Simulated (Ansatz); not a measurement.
Total energies of the cluster PbF2 (the lowest singlet isomer of a short search) from Ansatz at PBE0-D4/def2-TZVP, gas phase (1 Eh = 27.2114 eV = 2625.5 kJ/mol). The reference geometry is relaxed at PBE0-D4/def2-TZVP.

```xyz
3

Pb    0.853   -0.026   -0.305
F    -0.752    1.106   -0.848
F    -0.102   -1.080    1.154
```

```tsv
state	geometry	energy (Eh)
charge 0 singlet	reference	-392.53748
charge 1 doublet	reference	-392.11881
charge 0 triplet	relaxed at PBE0-D4/def2-TZVP	-392.39045
charge 0 quintet	relaxed at PBE0-D4/def2-TZVP	-392.19090
free Pb atom (triplet)	–	-192.83692
free F atom (doublet)	–	-99.67617
```

In the def2 sets Pb takes a core potential; there is no spin–orbit coupling.

Problem. Work out the vertical ionisation energy to the doublet.

Solution. E(charge 1 doublet) − E(charge 0 singlet) = -392.11881 − (-392.53748) = 0.41867 Eh = 11.39 eV. For comparison, −ε of the highest occupied level is 9.01 eV at this level, 2.38 eV less.

Problem. Which of the charge 0 states is lowest, and how far above it are the others?

Solution. The singlet. triplet: -392.39045 − (-392.53748) = 0.14703 Eh = 386.0 kJ/mol; quintet: -392.19090 − (-392.53748) = 0.34658 Eh = 909.9 kJ/mol. The quintet has fallen apart, so its energy is that of loose fragments and no spin gap. The quintet differs in its bonds from the reference.

Problem. What is the binding energy per atom against free atoms?

Solution. Atoms: 1 × (-192.83692) + 2 × (-99.67617) = -392.18926 Eh. Binding: -392.18926 − (-392.53748) = 0.34822 Eh = 9.48 eV, or 3.16 eV for each of 3 atoms (no zero-point energy, no counterpoise term).

The structure comes from a short search, and lower isomers may exist.
